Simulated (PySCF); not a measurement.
Isomers of C6H7N3O. The calculation used PBE0-D3(BJ)/def2-SVP geometry optimisation, gas phase in PySCF 2.14.0. Energies are electronic, without zero-point or thermal terms, for one conformer each. No frequencies were run at this level. Point groups hold within 0.08 Å.

Question: Rank from lowest to highest electronic energy at this level (kcal/mol).
A. `[CH2:1]=[CH:2][n:3]1[n:4][n:5][cH:6][c:7]1[C:8]([CH3:9])=[O:10]` with C1–C2–N3–N4 -1°, C6–C7–C8–C9 0°
B. `[CH:1]#[C:2][CH2:3][n:4]1[n:5][cH:6][c:7]([O:8][CH3:9])[n:10]1` with C2–C3–N4–N5 -96°, C6–C7–O8–C9 179°
C. `[CH3:1][c:2]1[n:3][n:4][c:5]([CH:6]=[O:7])[c:8]([CH3:9])[n:10]1` with N4–C5–C6–O7 180°

Answer: C (0.0), A (12.1), B (53.6).

As drawn, the lowest has a C=O bond, which the highest lacks; the highest has a C≡C bond, which the lowest lacks.

| SMILES | E (Eh) | E rel (kcal/mol) | dipole (D) | point group | A, B, C (MHz) |
| --- | --- | --- | --- | --- | --- |
| Cc1nnc(C=O)c(C)n1 | -471.42226 | 0.0 | 2.19 | near Cs | 3001, 1003, 758.7 |
| C=Cn1nncc1C(C)=O | -471.40301 | 12.1 | 2.42 | Cs | 2100, 1239, 783.0 |
| C#CCn1ncc(OC)n1 | -471.33688 | 53.6 | 1.48 | C1 | 2663, 842.4, 710.5 |

Question: How do the relative energies change in single points at PBE0/pcSseg-1 (no added dispersion term) on the same geometries?

Answer: 
| SMILES | PBE0-D3(BJ)/def2-SVP (kcal/mol) | PBE0/pcSseg-1 (kcal/mol) | shift |
| --- | --- | --- | --- |
| Cc1nnc(C=O)c(C)n1 | 0.0 | 0.0 | 0.0 |
| C=Cn1nncc1C(C)=O | 12.1 | 12.3 | +0.2 |
| C#CCn1ncc(OC)n1 | 53.6 | 52.9 | -0.7 |

Each column counts from its own lowest isomer. The order is unchanged; the largest shift is 0.7 kcal/mol.

Question: As an exercise, what shares would exp(−E/RT) give at 2000 K from these electronic energies alone (no entropy, no degeneracies)?

Answer: RT = 3.974 kcal/mol: Cc1nnc(C=O)c(C)n1 95.4 %, C=Cn1nncc1C(C)=O 4.6 %, C#CCn1ncc(OC)n1 under 0.1 %.
